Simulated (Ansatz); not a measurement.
`O[SiH2]S[SiH2]F` and `O[SiH2]S[SiH3]` differ in one atom or group.

Ansatz, PBE0-D4/def2-TZVP geometries, multiplicity 1. Each molecule was computed in one conformer, which needn't be the lowest.

```json
{"property": "size of the dipole moment (ωB97M-V/def2-TZVPP) / D", "`O[SiH2]S[SiH2]F`": "2.02"}
{"property": "HOMO energy (PBE0/def2-TZVPP) / eV", "`O[SiH2]S[SiH2]F`": "-8.08"}
{"property": "LUMO energy (PBE/def2-TZVPP) / eV", "`O[SiH2]S[SiH2]F`": "-1.10"}
{"property": "LUMO energy (PBE0/def2-TZVPP) / eV", "`O[SiH2]S[SiH2]F`": "-0.24"}
{"property": "HOMO energy (ωB97M-V/def2-TZVPP) / eV", "`O[SiH2]S[SiH2]F`": "-10.27"}
{"property": "HOMO–LUMO gap (B3LYP/def2-TZVPP) / eV", "`O[SiH2]S[SiH2]F`": "7.37"}
```

Problem. Give the same properties after the change, and the shifts. (Best estimate.)

Solution. Ansatz gave: 
```
                                          property  `O[SiH2]S[SiH3]`  shift
size of the dipole moment (ωB97M-V/def2-TZVPP) / D              0.92  -1.10
                HOMO energy (PBE0/def2-TZVPP) / eV             -7.64   0.44
                 LUMO energy (PBE/def2-TZVPP) / eV             -0.88   0.22
                LUMO energy (PBE0/def2-TZVPP) / eV             -0.02   0.22
             HOMO energy (ωB97M-V/def2-TZVPP) / eV             -9.80   0.47
             HOMO–LUMO gap (B3LYP/def2-TZVPP) / eV              7.14  -0.23
```

With PBE0 the HOMO rises by 0.44 eV and the LUMO rises by 0.22 eV, so the gap narrows by about 0.22 eV. PBE moves the HOMO by 0.42 eV and ωB97M-V by 0.47 eV. Dipoles are sizes alone; their direction can turn.

B3LYP here is the variant with VWN-RPA as its local correlation; programs differ in this.
